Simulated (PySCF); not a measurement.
C8H8Cl (doublet state).
Geometry (GFN2-xTB, Å), atoms numbered from 1 in this order:
```
atom  x, y, z in Å
C1     3.127   -0.970   -0.317
C2     2.162    0.047   -0.867
C3     0.935    0.185   -0.490
C4    -0.343    0.278   -0.076
C5    -0.863    1.059    0.956
C6    -2.333    0.858    1.055
C7    -2.585   -0.128   -0.045
Cl8   -4.163   -0.715   -0.368
C9    -1.460   -0.455   -0.684
H10    2.654   -1.575    0.451
H11    3.475   -1.620   -1.119
H12    3.993   -0.465    0.109
H13    2.580    0.691   -1.636
H14   -0.303    1.713    1.595
H15   -2.895    1.785    0.903
H16   -2.641    0.462    2.028
H17   -1.348   -1.138   -1.505
```

The hyperfine couplings belong to this conformer and change with its torsions.

As a line formula: `C/C=[C]\C1=CCC(Cl)=C1` [radical].

The calculation used PySCF, UKS B3LYP, pcH-1 on C Cl H, non-relativistic, mean-field spin-orbit, GIAO. Geometry: GFN2-xTB; no solvent, vibrations or thermal averaging. A GFN2-xTB geometry isn't a minimum of the functional, and hyperfine couplings can be far from their values at a DFT geometry. No stability test was run, so a lower SCF solution isn't excluded. ⟨S²⟩ is 0.782 where a pure state has 0.75.

(1) The isotropic 13C couplings are +64.7, +57.9, -50.7, +49.4, -36.0, -22.4, +10.8, -8.3 MHz. Assign them to C1; C2; C3; C4; C5; C6; C7; C9.

Results:

(1) 
```tsv
site	a_iso (MHz)	ρ(0) (bohr⁻³)	position	distance from C5 (Å)	spin population	largest |T| (MHz)
C1	+57.9	+0.0515	2 bonds from C3	4.65	+0.04	8.0
C2	-36.0	-0.0320	1 bond from C3	3.67	-0.10	9.6
C3	+49.4	+0.0441	a main spin site	2.47	+0.58	88.6
C4	-50.7	-0.0451	1 bond from C3	1.39	-0.23	25.2
C5	+64.7	+0.0577	largest spin population	0.00	+0.72	113.7
C6	-22.4	-0.0199	1 bond from C5	1.49	-0.05	1.7
C7	-8.3	-0.0073	2 bonds from C5	2.32	-0.07	12.9
C9	+10.8	+0.0096	2 bonds from C5	2.31	+0.05	5.1
```

ρ(0) is the spin density at the nucleus and T the dipolar tensor; a_iso includes a spin–orbit part; entries for several nuclei are means. The Mulliken spin populations are largest on C5 (+0.72), C3 (+0.58), C4 (-0.23) and C2 (-0.10). The positive populations add up to 1.48 and the negative ones to -0.48, together 2S = 1. The angles at C5 add up to 360.0°, so it is planar; its axial dipolar tensor and the negative coupling of its proton fit spin in a p orbital normal to that plane. Main spin sites, with 60 % or more of the largest population: C3, C5; positions count bonds from the nearest.

Nuclei that the bonding pattern makes equivalent are averaged, as if the motion that swaps them (rotation, inversion, ring flip) were fast.

C3, the radical centre as drawn in `C/C=[C]\C1=CCC(Cl)=C1`, holds a spin population of +0.58 out of 1.

The run took 2.4 min of wall time (with the writing of density and orbital grids) on one thread of an Arm Neoverse V1, shared host with 32 logical CPUs at a one-minute load of 20, and the process peaked at 1.1 GiB of memory.
